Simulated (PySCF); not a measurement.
Ga(F)(Br)(NH2) (BrFGaH2N), SMILES [NH2][Ga]([F])[Br]. Atoms are numbered in the order given.

```xyz
6

Ga    -0.0306    -0.7470     0.0000
F     -1.6088    -1.5090     0.0000
Br     0.0497     1.5320     0.0000
N      1.4218    -1.8028     0.0000
H      2.3702    -1.4466     0.0000
H      1.3679    -2.8151     0.0000
```
Charge 0, spin multiplicity 1.

Coordinates come from a B3LYP-D3(BJ)/def2-SVP optimisation. The structure was generated by enumeration; whether it is a known compound was not checked. One conformer was computed; it need not be the lowest.

Two levels are set side by side: PBE/pcSseg-1 (PySCF) and KT2/pcSseg-1 (PySCF). GIAO shifts against CFCl3 (¹⁹F), NH3 (¹⁵N), TMS (¹H) at the same level; non-relativistic, no solvent, atoms listed together averaged. Without spin–orbit terms, shifts of atoms bonded to Cl or Br come out too high at both levels. Differences are taken from unrounded values.

```csv
quantity,KT2
δ(¹⁹F) of F2 (ppm),-169.6
δ(¹⁵N) of N4 (ppm),44.3
```

Problem. What does PBE give, and how far is it from KT2? (Estimate from the structure and the level; the computed values follow.)

Solution. 
```csv
quantity,PBE,PBE minus KT2
δ(¹⁹F) of F2 (ppm),-162.5,7.2
δ(¹⁵N) of N4 (ppm),46.9,2.6
```

Rough cost on one machine, each run with all the roots and properties that it gave: KT2 against PBE within a factor of 2.
